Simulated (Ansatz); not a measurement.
Geometry optimisation, RKS PBE/def2-SVP in Ansatz.

Input file:

```yaml
crystal:
  periodic: [false, false, false]
  atoms:
    - { symbol: Ge, position_ang: [-1.671837, -0.608659, -0.387044] }
    - { symbol: C, position_ang: [1.303849, 0.518468, 0.334674] }
    - { symbol: S, position_ang: [-0.688184, -2.06988, -1.430178] }
    - { symbol: H, position_ang: [0.970186, -0.35051, -0.233594] }
    - { symbol: H, position_ang: [-2.189505, 0.726575, -1.000142] }
    - { symbol: H, position_ang: [-1.986062, -0.685151, 1.137259] }
    - { symbol: H, position_ang: [0.511689, 1.294711, 0.358345] }
    - { symbol: H, position_ang: [1.551955, 0.22106, 1.370341] }
    - { symbol: H, position_ang: [2.19781, 0.953185, -0.149661] }
basis:
  gaussian: { orbitals: def2-SVP }
hamiltonian:
  xc: pbe
relax:
  f_tol: 0.03
  max_steps: 50
output:
  orbitals: {}
```

Command:

```bash
$ ansatz run input.yaml --threads 2 --pin off --max-ram 3072MiB --backend cpu --events-out ev --progress --plain --runs-dir out
```

Question: Where does it end, and by what steps?

Answer: It converged. The force dipped under the threshold on the way, but the program's further checks kept it going. After 12 steps the energy has fallen by 0.122 eV; S3 moved furthest, 0.86 Å.

```
step  energy less start (eV)  largest force component (eV/Å)  accepted
   0                  0.0000                           0.497       yes
   1                 -0.0764                           0.210       yes
   2                 -0.0994                           0.170       yes
   3                 -0.1119                           0.283       yes
   4                 -0.1164                           0.062       yes
   5                 -0.1194                           0.026       yes
   6                 -0.1187                           0.254        no
   7                 -0.1202                           0.050       yes
   8                 -0.1190                           0.250        no
   9                 -0.1209                           0.074       yes
  10                 -0.1211                           0.073       yes
  11                 -0.1214                           0.044       yes
  12                 -0.1216                           0.018       yes
```

```xyz
9
Properties=species:S:1:pos:R:3
Ge -1.781 -0.752 -0.466
C 1.419 0.647 0.408
S -1.451 -2.406 -1.628
H 1.254 -0.253 -0.216
H -2.050 0.676 -1.028
H -1.826 -0.764 1.090
H 0.557 1.338 0.323
H 1.549 0.346 1.464
H 2.329 1.168 0.053
```

Time of the run: 22 s on 2 threads of Intel(R) Xeon(R) Platinum 8259CL CPU @ 2.50GHz (Skylake/Cascade Lake) (shared host), peak memory 0.15 GiB.
